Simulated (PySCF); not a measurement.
OsO4, SMILES [O]=[Os](=[O])(=[O])=[O], multiplicity 1. The structure is a stationary point at B3LYP-D3(BJ)/def2-SVP. The multiplicity is an assumed one; other spin states were not compared. The isomer is the one that the SMILES or the coordinates give; other isomers of the formula were not compared. The def2 effective core potentials stand for the cores of Os; spin–orbit coupling is left out.

These are B3LYP-D3(BJ)/def2-SVP run with PySCF values and carry that method's errors.

Harmonic wavenumbers (cm⁻¹): 335, 335, 335, 339, 339, 994, 994, 994, 1012. Rotational constants (GHz): 4.069, 4.069, 4.069; symmetry number 12.

Question: Work out the zero-point energy and the ideal-gas rigid-rotor harmonic-oscillator thermochemistry at 298.15 K and 1 atm.

Answer: ZPE = ½ Σ hcν = ½ × 5679 cm⁻¹ = 33.97 kJ/mol. H − E(el) = 49.21 kJ/mol. Entropy in J/(mol K): translation 177.82, rotation 88.00, vibration 27.24, total 293.06. G − E(el) = -38.17 kJ/mol. Cp = 73.11 J/(mol K).
